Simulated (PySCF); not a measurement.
# What a mistake does to a calculation on FH3NSi2

These are calculations, not measurements. They come from PySCF 2.14.0, an open-source quantum chemistry program, on an isolated molecule that a program drew, which may never have been made. The molecule is FH3NSi2 (charge 0, doublet), drawn as the SMILES string `F[SiH]N=[SiH2]`.

Each row is a Hartree-Fock (HF) and frozen-core CCSD(T) single point in the cc-pV(D+d)Z basis, meant for a local HF minimum. Run 1 is clean. Each other run has one planted mistake out of seven kinds, and not every kind appears here: one electron removed, one electron added, multiplicity raised by two, geometry at a saddle point, minimal basis STO-3G, one bond length entered in bohr, all coordinates scaled. The reference is restricted for singlets and unrestricted otherwise, and also for a bond in bohr. Adding or removing an electron swaps singlet and doublet. Electrons count all cores. HOMO and LUMO are orbital energies over both spins, the gradient is its largest component, and the lowest frequency (negative if imaginary) is given only where the gradient is small. Bond lengths are over the 6 bonds as drawn. T1 is the CCSD diagnostic: over 0.02 (restricted) or 0.045 (unrestricted) a single reference is doubtful.

Geometry of the clean run:
```xyz
7
FH3NSi2, angstrom
F     1.8896   -0.5180   -1.5681
Si    1.7555   -0.6960    0.0458
N     0.7378   -1.9592    0.4596
Si   -0.3938   -3.0004    0.1617
H     3.1342   -0.9192    0.5357
H    -0.9970   -3.2739   -1.1533
H    -0.9910   -3.8248    1.2215
```

```
run,electrons,basis functions,<S^2>,HOMO (eV),LUMO (eV),gradient (hartree/bohr),lowest frequency (cm^-1),mean bond (Å),longest bond (Å),T1,HF (hartree),CCSD(T) (hartree),mistake
1,47,89,0.778,-8.24,1.06,1.3e-05,59,1.5486,1.674,0.0205,-733.53026,-734.09751,no fault
2,47,89,3.776,-6.42,-0.53,1.1e-01,-,1.5486,1.674,0.0224,-733.42358,-733.95405,multiplicity raised by two
3,47,89,0.813,-6.22,1.87,6.1e-05,-1009,1.5330,1.668,0.0195,-733.51139,-734.08633,geometry at a saddle point
4,48,89,0.000,-0.23,6.25,6.0e-02,-,1.5486,1.674,0.0313,-733.49666,-734.11521,?
5,47,89,1.186,-7.86,0.94,2.4e-02,-,1.7902,3.079,0.0502,-733.38325,-733.92942,?
```

**Which mistake was planted in run 4, and what did it cost?**

It counts 48 electrons, one more than the clean run, at the same geometry and basis. So the mistake is: one electron added. Subtracting run 1 and multiplying by 627.51 kcal/mol a hartree, the energy moved by 21.1 kcal/mol in HF and -11.1 kcal/mol in CCSD(T).

**Which mistake was planted in run 5, and what did it cost?**

The mean bond changes by a factor of 1.156 and the longest by 1.839, so the molecule wasn't scaled as a whole. A length L in bohr read as angstrom grows by (1/0.5292 - 1) L = 0.890 L. The 6 bonds together grew by 6 x 0.2416 = 1.450 Å, which gives L = 1.629 Å. That is bond F1-Si2, 1.629 Å in the clean geometry. So the mistake is: one bond length entered in bohr. Subtracting run 1 and multiplying by 627.51 kcal/mol a hartree, the energy moved by 92.3 kcal/mol in HF and 105.5 kcal/mol in CCSD(T).

Cautions from the logs. Run 4: T1 is over the limit, so its CCSD(T) energy is less reliable; run 5: T1 is over the limit, so its CCSD(T) energy is less reliable.
